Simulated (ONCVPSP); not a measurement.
## Before and after: ONCV potential for neodymium (Nd)

| Item | Value |
| --- | --- |
| Element | neodymium (Nd) |
| Generator | ONCVPSP 4.0.1 |
| Type | optimised norm-conserving Vanderbilt (ONCV) |
| Functional | PBE |
| Relativity | scalar-relativistic |
| Frozen core | [Kr] 4d10 4f3 |
| Valence charge | 11 |
| Reference configuration | 5s2 5p6 5d1 6s1 (charge +1) |
| Partial waves | 5s+6s: rc 2.60 bohr, ncon 4, nbas 8, qcut 6 1/bohr, 2 projectors; 5p: rc 2.05 bohr, ncon 4, nbas 7, qcut 6 1/bohr, 2 projectors, debl 3 Ha; 5d: rc 2.45 bohr, ncon 4, nbas 9, qcut 3.5 1/bohr, 2 projectors, debl 3 Ha |
| Local potential | polynomial inside 1.45 bohr (lpopt 5, dvloc0 0 Ha) |
| Core correction | Teter function, fcfact 2.75, rcfact 1.3 |

Change: d: rc 3.58.

Cutoffs: the cutoffs (Ha) at which the residual kinetic energy of the hardest occupied pseudo-wave falls to 1 and 0.1 mHa per electron; they do not see the model core or the augmentation charge, which bear on the density cutoff. Errors are all-electron minus pseudo energies relative to the spin-unpolarised reference configuration.

Question: What does the change do?

Answer: The potential gets softer (13 Ha and 31 Ha → 13 Ha and 16 Ha); of the 4 tests that both files solve, the error grows in 2 and shrinks in 1 by more than 15 % and 0.3 meV (median size 2.4 → 3.0 meV); neither file shows a bound ghost. A larger radius leaves more room for a smooth pseudo-wave, so fewer plane waves are needed.

| quantity | base | changed |
| --- | --- | --- |
| cutoff, loose | 13 Ha | 13 Ha |
| cutoff, tight | 31 Ha | 16 Ha |
| loose cutoff by channel | s 9.6 Ha, p 13 Ha, d 7.1 Ha | s 9.6 Ha, p 13 Ha, d 4.9 Ha |
| bound ghosts | none | none |
| GHOST(+) flags under 300 eV | s at 27.9 eV | s at 27.9 eV, d at 116.2 eV |
| error for 5s2 5p6 5d1 6s2, meV [ΔE -6.26 eV] | +3.4 | +2.3 |
| error for 5s2 5p6 5d1 6s0, meV [ΔE 11.43 eV] | +1.5 | -3.6 |
| error for 5s2 5p6 5d0 6s0, meV [ΔE 30.93 eV] | -28 | +50 |
| error for 5s2 5p6 5d1.5 6s1.5, meV [ΔE -5.74 eV] | -1.3 | +1.3 |
| s: phases at 2.63 bohr within 0.05 rad from the reference energy up to (Ha; the scan ends near 5) | 1.0 | 1.0 |
| p: phases at 2.09 bohr within 0.05 rad from the reference energy up to (Ha; the scan ends near 5) | to the end of the scan | to the end of the scan |
| rms error of d²Exc/dni dnj with the model core, mHa | 0.78 | 0.96 |
